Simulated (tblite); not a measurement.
Parent: `[CH3:1][O:2][Si@H:3]([NH2:4])[OH:5]` with C1–O2–Si3–N4 169°, O2–Si3–N4–H -68° and 64°, O2–Si3–O5–H 170°, CH7NO2Si.

Computed geometry: GFN2-xTB, gas phase. One conformer each, not checked by frequencies here.

```tsv
coordinate of the parent	value
C1–O2	1.398 Å
O2–Si3	1.622 Å
Si3–N4	1.721 Å
Si3–O5	1.631 Å
C1–O2–Si3	127.8°
O2–Si3–N4	110.5°
O2–Si3–O5	107.0°
N4–Si3–O5	109.8°
```

Problem. How does the shared frame change in `[CH3:1][O:2][Si@@:3]([NH2:4])([OH:5])[C:6](=[O:7])[N:8]([CH3:9])[CH3:10]` with C1–O2–Si3–N4 -81°, O2–Si3–N4–H 51° and -173°, O2–Si3–O5–H 134°, O2–Si3–C6–O7 -137°, Si3–C6–N8–C9 176°, C4H12N2O3Si? Atoms pair as C1 = C1, O2 = O2, Si3 = Si3, N4 = N4, O5 = O5 (parent first).

Solution. 
| parent | relative | value in the relative | change |
| --- | --- | --- | --- |
| C1–O2 | C1–O2 | 1.403 Å | +0.005 |
| O2–Si3 | O2–Si3 | 1.628 Å | +0.006 |
| Si3–N4 | Si3–N4 | 1.733 Å | +0.012 |
| Si3–O5 | Si3–O5 | 1.635 Å | +0.004 |
| C1–O2–Si3 | C1–O2–Si3 | 125.3° | -2.5 |
| O2–Si3–N4 | O2–Si3–N4 | 108.3° | -2.2 |
| O2–Si3–O5 | O2–Si3–O5 | 109.5° | +2.5 |
| N4–Si3–O5 | N4–Si3–O5 | 114.7° | +4.9 |

Of the parent's bonds, Si3–N4 changes most (+0.012 Å). Bonds of the relative outside the shared frame: Si3–C6 1.907, C6=O7 1.232, C6–N8 1.341, N8–C9 1.445, N8–C10 1.436 Å. Point group C1 → C1.

Problem. How does the shared frame change in `[CH3:1][O:2][Si@:3]([NH2:4])([OH:5])[NH:6][CH:7]=[O:8]` with C1–O2–Si3–N4 -53°, O2–Si3–N4–H 58° and -168°, O2–Si3–O5–H 52°, O2–Si3–N6–C7 -70°, Si3–N6–C7–O8 0°, C2H8N2O3Si? Atoms pair as C1 = C1, O2 = O2, Si3 = Si3, N4 = N4, O5 = O5 (parent first).

Solution. 
| parent | relative | value in the relative | change |
| --- | --- | --- | --- |
| C1–O2 | C1–O2 | 1.407 Å | +0.009 |
| O2–Si3 | O2–Si3 | 1.613 Å | -0.009 |
| Si3–N4 | Si3–N4 | 1.723 Å | +0.002 |
| Si3–O5 | Si3–O5 | 1.619 Å | -0.012 |
| C1–O2–Si3 | C1–O2–Si3 | 129.2° | +1.4 |
| O2–Si3–N4 | O2–Si3–N4 | 111.6° | +1.1 |
| O2–Si3–O5 | O2–Si3–O5 | 107.9° | +0.9 |
| N4–Si3–O5 | N4–Si3–O5 | 111.9° | +2.1 |

Of the parent's bonds, Si3–O5 changes most (-0.012 Å). Bonds of the relative outside the shared frame: Si3–N6 1.772, N6–C7 1.337, C7=O8 1.210 Å. Point group C1 → C1.

Problem. How does the shared frame change in `[CH2:1]=[C:2]([CH3:3])[Si@@:4]([NH2:5])([OH:6])[O:7][CH3:8]` with C1–C2–Si4–N5 21°, C2–Si4–N5–H -71° and 64°, C2–Si4–O6–H 162°, C2–Si4–O7–C8 65°, C4H11NO2Si? Atoms pair as C1 = C8, O2 = O7, Si3 = Si4, N4 = N5, O5 = O6 (parent first).

Solution. 
```csv
parent,relative,value in the relative,change
C1–O2,C8–O7,1.395 Å,-0.003
O2–Si3,O7–Si4,1.635 Å,+0.013
Si3–N4,Si4–N5,1.734 Å,+0.013
Si3–O5,Si4–O6,1.621 Å,-0.010
C1–O2–Si3,C8–O7–Si4,127.1°,-0.7
O2–Si3–N4,O7–Si4–N5,108.4°,-2.1
O2–Si3–O5,O7–Si4–O6,105.6°,-1.4
N4–Si3–O5,N5–Si4–O6,109.6°,-0.2
```

Of the parent's bonds, O2–Si3 and Si3–N4 change most and about equally (+0.013 Å). Bonds of the relative outside the shared frame: C1=C2 1.327, C2–C3 1.499, C2–Si4 1.898 Å. Point group C1 → C1.

Problem. How does the shared frame change in `[CH3:1][O:2][Si@@:3]([NH2:4])([OH:5])[c:6]1[cH:7][cH:8][cH:9][o:10]1` with C1–O2–Si3–N4 -175°, O2–Si3–N4–H 65° and -68°, O2–Si3–O5–H -174°, O2–Si3–C6–C7 138°, C5H9NO3Si? Atoms pair as C1 = C1, O2 = O2, Si3 = Si3, N4 = N4, O5 = O5 (parent first).

Solution. 
```tsv
parent	relative	value in the relative	change
C1–O2	C1–O2	1.403 Å	+0.005
O2–Si3	O2–Si3	1.623 Å	+0.001
Si3–N4	Si3–N4	1.722 Å	+0.001
Si3–O5	Si3–O5	1.634 Å	+0.003
C1–O2–Si3	C1–O2–Si3	128.3°	+0.5
O2–Si3–N4	O2–Si3–N4	110.9°	+0.4
O2–Si3–O5	O2–Si3–O5	106.9°	-0.1
N4–Si3–O5	N4–Si3–O5	109.6°	-0.2
```

Of the parent's bonds, C1–O2 changes most (+0.005 Å). Bonds of the relative outside the shared frame: Si3–C6 1.881, C6–C7 1.368, C7–C8 1.413, C8–C9 1.361, C9–O10 1.340, C6–O10 1.357 Å. Point group C1 → C1.
